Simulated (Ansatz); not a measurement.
System: SeOF, charge 0, doublet. SeOF (SMILES F[Se][O], doublet).
B3LYP-D3(BJ)/def2-TZVP minimum from Ansatz (a first-principles code):
```xyz
3

Se     0.1871     0.1847     0.2272
F     -1.5097     0.1702    -0.2832
O      0.9033    -0.9764    -0.6471
```
Charge 0, spin multiplicity 2.

Total energies in cc-pVTZ, 19 correlated electrons, 16 frozen orbitals. UHF or UKS for unpaired electrons; spin-orbit terms are left out. Cores are frozen in correlated methods (noble-gas shells, and filled d and f shells in the p block). No relativity. The UHF reference of FOSe ([O][Se]F, doublet) is spin-contaminated (<S^2> up to 0.04 over the pure value in the sets run).

```tsv
method	program	energy (Eh)	minus CCSDT(Q) (mEh)
HF	Ansatz	-2574.19288	674.79
MP2	Ansatz	-2574.82388	43.79
CCSD	Ansatz	-2574.83631	31.36
CCSD(T)	Ansatz	-2574.86396	3.71
CCSDT(Q)	Ansatz	-2574.86767	0.00
```

Rough core times of Ansatz's runs on a shared machine: CCSD(T) 30 s, CCSDT(Q) 50 min.
